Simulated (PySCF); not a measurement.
Si(Cl)2(F)(GeH3) (Cl₂FGeH₃Si), SMILES F[Si](Cl)(Cl)[GeH3]. Geometry optimised at PBE-D3(BJ)/def2-SVP.

Level of theory: PBE-D3(BJ)/def2-SVP (PySCF).

Harmonic wavenumbers (cm⁻¹): 87, 96, 104, 173, 192, 232, 349, 455, 459, 556, 600, 758, 842, 845, 882, 2089, 2108, 2109. Rotational constants (GHz): 1.698, 0.9863, 0.8097; symmetry number 1.

Problem. Work out the zero-point energy and the ideal-gas rigid-rotor harmonic-oscillator thermochemistry at 298.15 K and 1 atm.

Solution. ZPE = ½ Σ hcν = ½ × 12936 cm⁻¹ = 77.38 kJ/mol. H − E(el) = 101.54 kJ/mol. Entropy in J/(mol K): translation 174.42, rotation 124.89, vibration 90.13, total 389.45. G − E(el) = -14.58 kJ/mol. Cp = 117.93 J/(mol K). Modes under 150 cm⁻¹ make the vibrational entropy uncertain.
